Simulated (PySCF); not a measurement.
**Fractional electron number in Co⁻ (cobalt, charge -1)**

The 3d beta orbital of [Ar] 3d8 4s2 is emptied in steps (occupation f), with all orbitals relaxed, ending at [Ar] 3d7 4s2. Computed with PySCF 2.14 in aug-cc-pVDZ (7s6p4d2f, 59 functions), with no relativity, point nucleus. The exact energy is a straight line in f; departures are measured from the line between the end points of the same method.

```csv
f,LDA (eV),PBE (eV)
1,0.000,0.000
0.75,-0.850,-0.796
0.5,-1.195,-1.118
0.25,-0.937,-0.877
0,0.000,0.000
```

```
method  E(f=0) − E(f=1) (eV)  −ε at f=1 (eV)  −ε at f=0.5 (eV)
   LDA                 2.063          -2.202             1.827
   PBE                 1.824          -2.173             1.608
```

Orbital energy along the path (eV):

```tsv
f	LDA	PBE
1	2.202	2.173
0.75	0.396	0.478
0.5	-1.827	-1.608
0.25	-4.389	-4.015
0	-7.270	-6.686
```

At f = 1 the orbital energy is positive for LDA, PBE: only the finite basis holds the electron.

Reference removal energy between the ground levels: 0.662 eV (measured; photodetachment measurements, as compiled on the Wikipedia data page of electron affinities). The calculation has no spin-orbit coupling. The determinant left behind need not be the lowest term of the ion.
